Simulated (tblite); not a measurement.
Species: C₆H₁₁O₂ (doublet state).
Structure used (GFN2-xTB), in Å, numbered top down from 1:
```xyz
19
C6H11O2 angstrom
C     -2.6033   -0.7185    1.2370
C     -1.7129   -0.3465    0.2607
C     -2.1112   -0.1345   -1.0496
O     -1.3045    0.2012   -2.0706
C     -0.2700   -0.0980    0.6512
O      0.6161   -0.5266   -0.3707
C      1.9862   -0.3782   -0.0676
C      2.4886    1.0588   -0.1870
H     -2.2918   -0.8703    2.2525
H     -3.6419   -0.8618    1.0077
H     -3.1465   -0.2330   -1.3365
H     -0.3833    0.1147   -1.7592
H     -0.0397   -0.6328    1.5829
H     -0.1384    0.9797    0.8404
H      2.1866   -0.7651    0.9415
H      2.5021   -1.0125   -0.7936
H      3.5620    1.0800   -0.0216
H      2.0145    1.7034    0.5494
H      2.2777    1.4492   -1.1801
```

All values are computed: GFN2-xTB (tblite) harmonic vibrations without scaling, gas phase. Against measured fundamentals such values can be off by several per cent, at times by over 20. One conformer, not necessarily the lowest. Open shells enter through the occupations alone, without spin polarisation, and single modes of such species can be off by tens of per cent.

Harmonic wavenumbers (cm⁻¹): 25.8, 61.0, 122.9, 173.4, 217.2, 231.7, 309.6, 321.7, 406.7, 461.0, 478.4, 538.3, 608.6, 635.9, 709.2, 751.5, 821.2, 892.0, 930.5, 948.0, 989.0, 1030.1, 1079.0, 1118.3, 1151.1, 1164.6, 1213.9, 1251.6, 1265.6, 1302.6, 1330.2, 1340.6, 1382.2, 1402.9, 1463.5, 1474.1, 1488.1, 1490.3, 1496.1, 1527.9, 2842.3, 2886.9, 2897.4, 2966.3, 3038.5, 3041.3, 3051.9, 3097.1, 3134.5, 3169.0, 3298.1.

A = 3391, B = 1232, C = 988.3 MHz; mass 115.076 u (most abundant isotopes); point group C1, symmetry number 1; spin multiplicity 2.

Problem. What is the zero-point energy?

Solution. ½Σν̃ = 34515 cm⁻¹ = 412.89 kJ/mol.

Problem. Give the ideal-gas entropy at 500 K and 1 bar in the rigid-rotor, harmonic-oscillator model (classical rotation).

Solution. Translation 178.79, rotation 126.71, vibration 199.18, spin (R ln 2) 5.76: S = 510.4 J/(mol K).

Problem. And Cp and H(500 K) − H(0)?

Solution. Cp = 230.83 J/(mol K), of which vibrations give 197.58 (their classical limit is 51 R = 424.0); H(500 K) − H(0) = 67.04 kJ/mol without the zero-point energy, 50.41 from vibrations.

Problem. Blend soft modes into free rotors: weight 1/[1 + (100 cm⁻¹/ν̃)⁴] for the oscillator and the rest for a rotor with moment μB/(μ + B), μ = h/(8π²ν), B = 10⁻⁴⁴ kg m². What vibrational entropy results?

Solution. 181.70 J/(mol K) in place of 199.18, which changes −T·S at 500 K by +8.74 kJ/mol.

Problem. How do the functions run with temperature in this model?

Solution. 
```
 T (K)  S (J/(mol K))  Cp (J/(mol K))  H − H(0) (kJ/mol)  G − H(0) (kJ/mol)  ln q(vib)
   150          329.3            94.0               9.56             -39.83       3.31
   250          386.5           133.9              20.94             -75.69       5.75
298.15          411.8           154.0              27.87             -94.92       6.92
   400          462.9           195.3              45.69            -139.49       9.40
   600          555.2           260.5              91.66            -241.49      14.24
   900          673.9           323.7             180.07            -426.41      21.20
```

q(vib) and H(0) count from the zero-point level.

Hindered rotation and anharmonicity are outside this model. Other conformers, if any are populated, would add a mixing term that is left out. The structure is chiral; the term R ln 2 for an equal mix with its mirror image is left out.
